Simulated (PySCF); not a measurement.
Basis and Hamiltonian dependence of the excitation energy of Os⁺

Os⁺ [Xe] 4f14 5d6 6s1 (6D) → Os⁺ [Xe] 4f14 5d7 (4F). Calculated with PySCF 2.14 from differences of total energies of unrestricted determinants, without spin-orbit coupling. Values in eV.

```
                                                            basis    Hamiltonian  functions    UHF    LDA   PBE0  MP2 (valence)  CCSD(T) (valence)
                                     aug-cc-pVTZ-PP with ECP60MDF            ECP         88  1.787  1.335  1.258          1.204              1.089
                                                     x2c-TZVPPall  spin-free X2C         97  1.776  1.219  1.243          1.205              1.083
                                                     ANO-RCC-VTZP  spin-free X2C        104  1.783  1.233  1.262          1.233              1.101
x2c-TZVPPall with one added diffuse shell each of s, p, d, f type  spin-free X2C        113  1.777  1.222  1.245          1.205              1.084
                                     aug-cc-pVQZ-PP with ECP60MDF            ECP        135  1.791  1.340  1.260          1.127                n/a
```

Frozen in the all-electron rows: valence: [Xe] 4f14; with a core potential, the same shells as far as they lie outside it.
